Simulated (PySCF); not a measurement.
## Correlation energy of Si²⁺ (silicon, charge +2)

[Ne] 3s2, closed-shell 1S. Computed with PySCF 2.14 in aug-cc-pV(Q+d)Z, with no relativity, point nucleus. Frozen: [Ne]; 2 electrons correlated.

With two correlated electrons CCSD is exact within the correlated space (frozen core and kept virtual orbitals).

| level | correlation energy (mhartree) |
| --- | --- |
| CCSD | -45.53 |

Diagnostics: T1 = 0.0064, D1 = 0.0091, largest double amplitude 0.116.

Cost of the coupled-cluster step: about 9 core-seconds, for 2 correlated electrons.
